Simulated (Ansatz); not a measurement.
BH$_{4}$O$_{2}$Si, SMILES `O[B]O[SiH3]` radical. Charge 0, multiplicity 2. All single points use the PBE0-D4/def2-TZVP geometry. It is one conformer, not always the lowest.

```xyz
8

O    -0.420   -1.931    1.135
B     0.407   -1.734    0.092
O     0.641   -0.584   -0.566
Si    0.171    0.999   -0.533
H    -0.895   -1.143    1.437
H     1.364    1.841   -0.291
H    -0.449    1.334   -1.835
H    -0.819    1.218    0.560
```

(1) What is the dipole moment at PBE/def2-TZVPP? (Estimate.)

(2) And with r2SCAN, B3LYP, ωB97M-V? (An estimate is asked.)

(3) Give the Mulliken charges with PBE, r2SCAN, B3LYP in def2-TZVPP. (Estimate.)

Answers

(1) Computed: 2.53 D, with components (-0.94, 2.32, 0.34) D in this frame, pointing from negative to positive charge.

(2) The calculation gave: r2SCAN 2.54 D, B3LYP 2.60 D, ωB97M-V 2.67 D.

(3) Ansatz gave: 
```tsv
atom	PBE	r2SCAN	B3LYP
O1	-0.23	-0.29	-0.26
B2	0.13	0.22	0.19
O3	-0.22	-0.32	-0.29
Si4	0.31	0.41	0.39
H5	0.17	0.19	0.17
H6	-0.04	-0.06	-0.05
H7	-0.04	-0.06	-0.05
H8	-0.07	-0.08	-0.08
```

B3LYP here is the variant with VWN-RPA as its local correlation; programs differ in this.
